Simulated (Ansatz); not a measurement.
Species: sum formula SiN$_{3}$H$_{6}$F, net charge 0, singlet state. 
Structure (B3LYP-D3(BJ)/def2-TZVP (Ansatz, an electronic-structure program) minimum search):
SMILES: N[Si](N)(N)F
```xyz
11

Si    -0.0002    -0.0018     0.0026
F     -0.4146    -0.7809     1.3493
N      1.5656    -0.2424    -0.6062
N     -0.0631     1.6356     0.4879
N     -1.0581    -0.6779    -1.1568
H      2.3635     0.2069    -0.1887
H      1.8092    -1.0819    -1.1049
H     -0.7089     1.9349     1.2002
H      0.1624     2.3805    -0.1505
H     -1.0301    -0.3922    -2.1215
H     -1.9725    -1.0032    -0.8886
```
Charge 0, spin multiplicity 1.

Basis-set convergence of Hartree-Fock and CCSD correlation energies (hartree) with Ansatz. Correlated levels leave the core frozen unless marked. Spin-orbit coupling is left out. Non-relativistic.

```
basis        functions       E(HF)  E(corr, CCSD)
-----------  ---------  ----------  -------------
cc-pV(D+d)Z        109  -555.40586       -0.83014
cc-pV(T+d)Z        243           ?              ?
```

### Question
Complete the blanks.

### Answer

- cc-pV(T+d)Z, E(HF): -555.53179
- cc-pV(T+d)Z, E(corr, CCSD): -1.03986
